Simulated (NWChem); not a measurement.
System: CH₂Cl₂O₂Si; SMILES O=CO[SiH](Cl)Cl

```xyz
8

O      1.0650    -2.0251     0.0000
C     -0.1158    -2.1861     0.0000
O     -1.0266    -1.1965     0.0000
Si    -0.6876     0.4552     0.0000
Cl     0.3515     0.9691     1.6785
Cl     0.3515     0.9691    -1.6785
H     -0.6255    -3.1716     0.0000
H     -2.0100     1.1021     0.0000
```
Atoms are numbered in this order, from 1.

Coordinates come from a PBE0/def2-SVP optimisation.

Problem. Give the principal values of the shielding tensors (ppm) of O1, C2, O3, Si4, Cl5 from KT2/pcSseg-1, GIAO (NWChem), with their diamagnetic and paramagnetic parts as GIAO splits them.

Solution. 
```
atom     σ11     σ22    σ33  isotropic  diamagnetic  paramagnetic
----  ------  ------  -----  ---------  -----------  ------------
O1    -371.2  -236.4  217.4     -130.1        399.7        -529.8
C2     -63.3    71.5   91.0       33.0        253.0        -220.0
O3     -40.1   126.1  136.9       74.3        398.3        -324.0
Si4    337.5   377.1  391.6      368.7        882.8        -514.1
Cl5    680.8   783.3  965.0      809.7       1150.4        -340.7
```
